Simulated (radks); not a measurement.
Values are calculated unless marked as measured or tabulated.
The table gives one normalised radial function P(r) = r R(r) of He in [He] (r in bohr). Code: a radial shooting solver on a logarithmic mesh with Libxc functionals. Model: non-relativistic Kohn-Sham, PBE, spin-polarised, spherical densities, point nucleus; hard spherical wall at 12 bohr.

| r | P |
|---|---|
| 0.02951 | 0.1338 |
| 0.03751 | 0.1674 |
| 0.04769 | 0.2084 |
| 0.06062 | 0.2582 |
| 0.07707 | 0.3176 |
| 0.09797 | 0.3872 |
| 0.1245 | 0.4669 |
| 0.1583 | 0.5552 |
| 0.2013 | 0.6487 |
| 0.2559 | 0.7418 |
| 0.3227 | 0.8234 |
| 0.4102 | 0.8884 |
| 0.5215 | 0.9216 |
| 0.6629 | 0.9119 |
| 0.8427 | 0.8527 |
| 1.071 | 0.7450 |
| 1.362 | 0.6001 |
| 1.731 | 0.4385 |
| 2.201 | 0.2848 |
| 2.798 | 0.1596 |
| 3.557 | 0.0741 |

Which n and l does it have? It may be an empty orbital.

Answer. n = 1, l = 0: the number of nodes gives n - l - 1 = 0, the rise at small r (about r^(l+1)) gives l, and the extent must fit the shell. The curve is that of 1s. 1s: eigenvalue -15.763 eV, 0 radial nodes, <r> = 0.946 bohr, 90 % of the charge inside 1.74 bohr.
